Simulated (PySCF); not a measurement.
**A computed series [M(H2O)4]3+**

Computed with PySCF 2.14.0, B3LYP, def2-SVP on the ligands, density fitting, scalar-relativistic core potentials, no spin-orbit coupling, vacuum. Each member is relaxed from one template within its symmetry. Distances are means of the shortest metal–ligand contacts, charges and spins Mulliken's; removal energies are rigid, with the ligand's formal charge and no counterpoise, so too large; for an anion taken off a cation in vacuum most of it is the attraction of opposite charges, and multiply charged cations can part far more cheaply with an electron moved from ligand to metal. lcecp potentials hold a fixed number of 4f electrons in the core, out of states, spins and gaps.

| metal | basis on the metal | point group | M–H2O (Å) | charge on M (e) | removal of one H2O (eV) | strongest infrared band, degenerate modes summed (cm⁻¹) | unstable modes (below −25 cm⁻¹) |
| --- | --- | --- | --- | --- | --- | --- | --- |
| Gd | lcecp-1-SVP with ECP53 | S4 | 2.318 | 1.73 | 3.39 | 3610 | 0 (lowest -20 cm⁻¹, within noise) |
| Lu | lcecp-1-SVP with ECP60 | S4 | 2.223 | 1.61 | 3.67 | 3553 | 0 |

**Question.** What does the calculation give for Yb, lcecp-1-SVP with ECP59?

**Answer.** point group: S4, M–H2O (Å): 2.232, charge on M (e): 1.65, removal of one H2O (eV): 3.64, strongest infrared band, degenerate modes summed (cm⁻¹): 3556, unstable modes (below −25 cm⁻¹): 0.
```xyz
13

Yb    0.0000    0.0000    0.0000
O     1.3258    1.3036    1.2352
H     2.1368    1.0497    1.7399
H     1.2458    2.2746    1.4021
O    -1.3258   -1.2352    1.3036
H    -1.2458   -1.4021    2.2746
H    -2.1368   -1.7399    1.0497
O     1.3258   -1.3036   -1.2352
H     1.2458   -2.2746   -1.4021
H     2.1368   -1.0497   -1.7399
O    -1.3258    1.2352   -1.3036
H    -2.1368    1.7399   -1.0497
H    -1.2458    1.4021   -2.2746
```

From Gd to Lu the M–H2O distance shrinks by 0.10 Å, the lanthanide contraction, and the energy to remove one H2O rises by 0.28 eV.

Members with unstable modes aren't minima as they stand: saddle points kept by symmetry or, where the modes are soft, flat surfaces and noise. Moved off a saddle point of the template and relaxed again: Gd, Yb, Lu. One start shape was tried for each, so a minimum needn't be the lowest isomer.
